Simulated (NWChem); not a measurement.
# CH5ClFNSi; SMILES N[Si@@H](Cl)CF

```xyz
10

N     -1.8350    -0.2085     0.1761
Si    -0.2387     0.0457    -0.3890
Cl     0.6724     1.8338     0.2576
C      0.9123    -1.3189     0.2541
F      0.5062    -2.5443    -0.2840
H     -2.6189     0.2311    -0.2905
H     -2.0336    -0.3772     1.1549
H     -0.2947     0.1076    -1.8640
H      0.8908    -1.3886     1.3506
H      1.9525    -1.1300    -0.0409
```
Atoms are numbered in this order, from 1.

Computed with NWChem. Pople sets run with spherical d functions. The geometry was optimised at B3LYP/6-31G* (spherical d). Level: B3LYP/6-31G* with SMD (1 M gas to 1 M solution), gas-phase geometry. Reactions with the solvent are ignored.

For solvent water:

| Property | Value |
|---|---|
| cavity-dispersion-structure term (kcal/mol) | 4.0 |
| dipole in solution (D) | 2.16 |

Task: How do the values read with solvent toluene instead?

Result: 
- cavity-dispersion-structure term (kcal/mol) = -0.2
- dipole in solution (D) = 1.97
